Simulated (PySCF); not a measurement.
Species: MnCl3 (quintet state).
Bonds: Mn1–Cl2, Mn1–Cl3, Mn1–Cl4.

Level of theory: PBE0-D3(BJ)/def2-SVP geometry optimisation, gas phase in PySCF.

(1) List the bond lengths and angles at this level.

Answers

(1) 
```json
{"bond": "Mn1–Cl2, Mn1–Cl3, Mn1–Cl4", "length (Å)": "2.149"}
```

Bonds in one row agree within 0.01 Å and their mean is given. A selection of angles:
```json
{"angle": "Cl2–Mn1–Cl3", "degrees": "109.7"}
{"angle": "Cl3–Mn1–Cl4", "degrees": "141.5"}
```

Mn1 (manganese bonded to 3 Cl) is planar (angles 141.5°, 109.7° and 108.8°, sum 360.0°, 0.01 Å off the plane of its three neighbours). The 4 heavy atoms lie in one plane (0.004 Å rms).

Point group: C2v (every atom within 0.08 Å of its image). No PBE0-D3(BJ)/def2-SVP frequencies stand behind this structure, so it isn't proved a minimum. ⟨S²⟩ = 6.180 (exact for a quintet: 6.00).

Neither the SCF state along the optimisation nor the shape of the open-shell metal species was proved the lowest: other solutions of the same spin, or a structure of lower symmetry, can lie below.
